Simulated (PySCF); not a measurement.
Species: C8H9F3.
Atom-mapped SMILES: `[CH2:1]=[CH:2][CH:3]([CH:4]=[CH2:5])/[CH:6]=[CH:7]/[C:8]([F:9])([F:10])[F:11]` (hydrogens: H12, H13 on C1; H14 on C2; H15 on C3; H16 on C4; H17, H18 on C5; H19 on C6; H20 on C7)

Computed, not measured: PBE0-D3(BJ)/def2-SVP geometry optimisation, gas phase in PySCF.

What internal coordinates does the optimisation give?

```
                 bond  length (Å)   order
         C1=C2, C4=C5       1.332  double
         C2–C3, C3–C4       1.507  single
                C3–C6       1.507  single
                C6=C7       1.332  double
                C7–C8       1.491  single
C8–F9, C8–F10, C8–F11       1.338  single
       C1–H12, C5–H18       1.093  single
       C1–H13, C5–H17       1.095  single
       C2–H14, C4–H16       1.098  single
               C3–H15       1.105  single
               C6–H19       1.095  single
               C7–H20       1.094  single
```

Bonds in one row agree within 0.01 Å and their mean is given. Orders are formal, as drawn. A selection of angles:
```
     angle  degrees
 C2–C1–H12    121.4
 C2–C1–H13    121.5
H12–C1–H13    117.1
  C1–C2–C3    124.9
 C1–C2–H14    119.7
 C3–C2–H14    115.4
  C2–C3–C4    110.4
  C2–C3–C6    109.3
 C2–C3–H15    107.7
  C4–C3–C6    113.4
 C4–C3–H15    108.9
 C6–C3–H15    107.0
  C3–C6–C7    125.6
 C3–C6–H19    115.5
 C7–C6–H19    118.9
  C6–C7–C8    123.1
 C6–C7–H20    122.2
 C8–C7–H20    114.6
  C7–C8–F9    111.1
 C7–C8–F11    113.0
 F9–C8–F10    106.7
```

Dihedral angles: C1–C2–C3–C4 -119° (anticlinal); C2–C3–C4–C5 122° (anticlinal); C2–C3–C6–C7 129° (anticlinal); C3–C6–C7–C8 180° (antiperiplanar); C6–C7–C8–F9 -122° (anticlinal). The mirror-image conformer, all signs reversed, is as good.

The 7 C–C bonds span 1.332 Å (C1=C2, drawn double) to 1.511 Å (C2–C3, drawn single), a spread of 0.179 Å. Of the pairs four or more bonds apart, C4···H20 is among the closest relative to their van der Waals radii: 2.58 Å, 89 % of the sum of Bondi's values.

Point group: C1 (no symmetry element, even within 0.4 Å). PBE0-D3(BJ)/def2-SVP frequencies: not computed here. One conformer, not necessarily the lowest.
